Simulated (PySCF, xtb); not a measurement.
Si(F)2(Cl)(Et) (C2H5ClF2Si), SMILES CC[Si](F)(F)Cl. The values are those of a single conformer.

Harmonic wavenumbers (cm⁻¹) from GFN2-xTB (xtb) at its own minimum, in rising order: 38, 107, 138, 167, 214, 242, 256, 337, 507, 718, 745, 846, 858, 992, 1029, 1072, 1231, 1297, 1421, 1465, 1504, 1506, 2969, 2986, 3035, 3041, 3047.

### Question
What does PBE-D3(BJ)/def2-SVP (PySCF 2.14.0) give at its own minimum? (The exact figures need the calculation; the answer reports its results.)

### Answer
55, 122, 157, 207, 240, 289, 292, 363, 513, 670, 716, 868, 922, 946, 963, 1026, 1203, 1225, 1347, 1372, 1427, 1430, 2977, 2979, 3031, 3068, 3070. Paired by order, the mean absolute difference is 39 cm⁻¹ and the zero-point energies are 45.4 and 45.0 kcal/mol.
